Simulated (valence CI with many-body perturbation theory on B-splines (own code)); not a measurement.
## Energy levels of Pr10+

Computed by configuration interaction combined with many-body perturbation theory (CI+MBPT): three valence electrons over a frozen Dirac-Fock core [Kr] 4d10, a basis of 7 s, 7 p, 7 d, 7 f, 4 g, 2 h functions for each j, with the one-electron correlation potential Σ1, the two-electron term Σ2, the three-electron term Σ3, Breit, model QED; selected CI, second order for the rest, scaled by the run's own slope (own B-spline code, finite nucleus).

No measured levels were compared; by estimate levels hold to about 250 cm⁻¹ or 0.2 % of their energy and the worst to 1 %, as in measured heavy ions of charge 2 to 7; those with d or f electrons hold less well.

Levels 91 to 135 of 199, with energies above the lowest level, 5s2 5p 2P°_1/2. "Leading %" is the weight of the configuration and term that name the level; weights of strongly mixed levels are sums over their largest components and can fall short. Lifetimes count E1, E2, E3, M1 and M2 decay at the calculated energies, and are blank where another channel may lead or the interval is too uncertain; long ones can be off by a factor of two.

| No. | Configuration | Term | J | E (cm⁻¹) | Leading % | g | Lifetime | Second component |
| --- | --- | --- | --- | --- | --- | --- | --- | --- |
| 91 | 4f 5p2 | 2F° | 5/2 | 360390 | 23 | 1.081 | 184 ps | 12 % 4f2 5p 2F° |
| 92 | 4f 5p2 | 4F° | 9/2 | 360420 | 36 | 1.210 | 92.3 ps | 32 % 4f 5p2 4G° |
| 93 | 4f2 5p | 2I° | 13/2 | 360470 | 52 | 1.015 | 274 ps | 43 % 4f2 5p 2K° |
| 94 | 4f 5p2 | 4D° | 5/2 | 360530 | 40 | 1.254 | 107 ps | 29 % 4f 5p2 2D° |
| 95 | 4f2 5p | 4S° | 3/2 | 360760 | 55 | 1.764 | 245 ps | 16 % 4f2 5p 2P° |
| 96 | 4f 5p2 | 2F° | 7/2 | 362590 | 48 | 1.138 | 140 ps | 26 % 4f 5p2 4F° |
| 97 | 4f 5p2 | 4G° | 11/2 | 363540 | 33 | 1.143 | 138 ps | 28 % 4f 5p2 2H° |
| 98 | 4f3 | 4I° | 9/2 | 363540 | 94 | 0.739 | 3.69 ns |  |
| 99 | 4f 5p2 | 2D° | 3/2 | 364420 | 34 | 0.759 | 130 ps | 28 % 4f 5p2 4F° |
| 100 | 4f 5p2 | 4D° | 1/2 | 364700 | 60 | 0.249 | 98.1 ps | 29 % 4f 5p2 2P° |
| 101 | 4f3 | 4I° | 11/2 | 365250 | 92 | 0.980 | 1.83 ns |  |
| 102 | 4f2 5p | 4H° | 9/2 | 365710 | 23 | 0.918 | 148 ps | 21 % 4f2 5p 2H° |
| 103 | 4f 5p2 | 2D° | 3/2 | 366780 | 25 | 1.063 | 99.6 ps | 24 % 4f 5p2 2P° |
| 104 | 4f3 | 4I° | 13/2 | 366910 | 94 | 1.110 | 2.66 ns |  |
| 105 | 4f2 5p | 2G° | 7/2 | 366970 | 35 | 0.878 | 153 ps | 30 % 4f2 5p 4H° |
| 106 | 4f2 5p | 4H° | 11/2 | 367580 | 45 | 1.083 | 153 ps | 32 % 4f2 5p 4I° |
| 107 | 4f 5p2 | 2H° | 9/2 | 368200 | 22 | 1.034 | 154 ps | 19 % 4f 5p2 2G° |
| 108 | 4f 5p2 | 2G° | 7/2 | 368570 | 49 | 1.000 | 97.3 ps | 25 % 4f 5p2 2F° |
| 109 | 4f3 | 4I° | 15/2 | 368800 | 96 | 1.199 | 4.04 ns |  |
| 110 | 4f2 5p | 2H° | 9/2 | 369480 | 34 | 1.004 | 165 ps | 21 % 4f2 5p 4G° |
| 111 | 4f2 5p | 4I° | 13/2 | 369730 | 53 | 1.158 | 153 ps | 41 % 4f2 5p 4H° |
| 112 | 4f2 5p | 4G° | 11/2 | 371280 | 44 | 1.177 | 152 ps | 27 % 4f2 5p 2H° |
| 113 | 4f 5p2 | 2F° | 5/2 | 371930 | 37 | 1.019 | 123 ps | 22 % 4f 5p2 2D° |
| 114 | 4f2 5p | 4I° | 15/2 | 373350 | 96 | 1.199 | 148 ps |  |
| 115 | 4f2 5p | 4G° | 5/2 | 374730 | 46 | 0.844 | 153 ps | 22 % 4f2 5p 4F° |
| 116 | 4f2 5p | 4F° | 3/2 | 375070 | 45 | 0.661 | 165 ps | 22 % 4f2 5p 2D° |
| 117 | 4f2 5p | 4G° | 7/2 | 375770 | 33 | 1.084 | 160 ps | 27 % 4f2 5p 4F° |
| 118 | 4f2 5p | 4G° | 5/2 | 376920 | 44 | 0.866 | 163 ps | 21 % 4f2 5p 4F° |
| 119 | 4f2 5p | 4F° | 7/2 | 377170 | 29 | 1.149 | 172 ps | 13 % 4f2 5p 4D° |
| 120 | 4f2 5p | 2P° | 1/2 | 377980 | 74 | 0.586 | 205 ps | 9 % 4f3 2P° |
| 121 | 4f2 5p | 4F° | 9/2 | 377980 | 37 | 1.206 | 207 ps | 15 % 4f3 4F° |
| 122 | 5p3 | 4S° | 3/2 | 378830 | 19 | 1.251 | 125 ps | 15 % 4f3 4F° |
| 123 | 4f3 | 2H° | 9/2 | 378930 | 47 | 1.049 | 325 ps | 17 % 4f2 5p 4F° |
| 124 | 4f3 | 4F° | 3/2 | 379240 | 71 | 0.575 | 462 ps | 7 % 4f2 5p 4F° |
| 125 | 4f2 5p | 2I° | 11/2 | 379350 | 35 | 1.039 | 170 ps | 34 % 4f2 5p 2H° |
| 126 | 4f2 5p | 4G° | 9/2 | 379820 | 51 | 1.123 | 198 ps | 9 % 4f3 2H° |
| 127 | 4f3 | 4F° | 5/2 | 380050 | 79 | 1.042 | 740 ps | 11 % 4f2 5p 4F° |
| 128 | 4f3 | 4F° | 7/2 | 380160 | 37 | 1.082 | 275 ps | 14 % 4f2 5p 4G° |
| 129 | 4f2 5p | 4G° | 11/2 | 380420 | 82 | 1.241 | 150 ps | 7 % 4f2 5p 2H° |
| 130 | 4f2 5p | 4D° | 1/2 | 380720 | 80 | 0.130 | 159 ps | 13 % 4f2 5p 2P° |
| 131 | 4f3 | 4S° | 3/2 | 381240 | 61 | 1.707 | 439 ps | 15 % 4f2 5p 4D° |
| 132 | 4f2 5p | 2I° | 13/2 | 381530 | 72 | 1.092 | 150 ps | 12 % 4f2 5p 4H° |
| 133 | 4f3 | 4F° | 7/2 | 381590 | 42 | 1.132 | 257 ps | 21 % 4f2 5p 4G° |
| 134 | 4f3 | 4F° | 9/2 | 381930 | 63 | 1.256 | 567 ps | 12 % 4f2 5p 4F° |
| 135 | 4f3 | 2H° | 11/2 | 381950 | 66 | 1.052 | 410 ps | 24 % 4f2 5p 2I° |

Names give the largest LS component (configuration and term), which can be under half, so a name can repeat, a term be missing and a line seem to break the LS rules; names also repeat where a configuration has a term twice.

Where two levels of one J and parity lie close, their mixing, g and order are uncertain.
